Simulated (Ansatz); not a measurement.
Two isomers of C2H4SSi: A = `C#CS[SiH3]`, B = `SC1=C[SiH2]1`.

Isolated molecules relaxed with PBE0-D4/def2-TZVP in Ansatz; ΔE leaves out vibrations. CCSD(T)/CBS adds triple-zeta CCSD(T) − MP2 to the extrapolated MP2 energy (def2 sets, frozen cores). Functionals use def2-TZVPP. B3LYP here is the variant with VWN-RPA as its local correlation; programs differ in this. Each species was taken in one conformer, which may not be the lowest.

A:

```xyz
8

C    -1.1088   -0.8804    1.8575
C    -0.0730   -0.6728    1.2788
S     1.3943   -0.4023    0.5034
Si    0.5675    0.5934   -1.2194
H    -2.0228   -1.0648    2.3703
H    -0.3532   -0.3205   -1.9348
H    -0.1475    1.8200   -0.7961
H     1.7435    0.9275   -2.0598
```

B:

Z-matrix (Å, degrees):
```
Si
C 1 1.814
C 1 1.798 2 43.5
H 1 1.483 2 120.9 3 106.0
H 1 1.483 2 120.9 3 -106.0
S 2 1.718 1 156.7 3 -180.0
H 3 1.081 1 154.9 2 180.0
H 6 1.342 2 97.3 1 -0.0
```

(1) Which is lower in electronic energy at CCSD(T)/CBS, and by how much? (Estimate.)

(2) Give E(B) − E(A) in kJ/mol with LDA (SPW92), CCSD/def2-TZVPP, B3LYP-D4, CCSD(T)/def2-SVP, CCSD(T)/def2-TZVPP, B3LYP, HF/def2-TZVPP. (Estimate.)

(3) Does the order hold for the free energy at 298.15 K (harmonic terms from PBE0-D4)? (Estimate.)

Largest T1 diagnostic: 0.014.

Results:

(1) The calculation gave: A, by 34.4 kJ/mol.

(2) Ansatz gave: LDA (SPW92) -3.8, CCSD/def2-TZVPP 36.4, B3LYP-D4 33.3, CCSD(T)/def2-SVP 30.1, CCSD(T)/def2-TZVPP 34.8, B3LYP 33.9, HF/def2-TZVPP 52.3. The order is the other way round with LDA (SPW92).

(3) Computed: Yes: G(B) − G(A) = +42.3 kJ/mol, for one conformer each.

At CCSD(T), def2-SVP lies −4.3 kJ/mol from the extrapolated value and def2-TZVPP +0.3 kJ/mol. Leaving LDA and LC-ωPBE aside and taking each functional with its dispersion term where it has one, the values, not all of them listed here, spread over 25.4 kJ/mol, from B97M-V to B2PLYP. LDA lies −17.4 kJ/mol from PBE without D4.
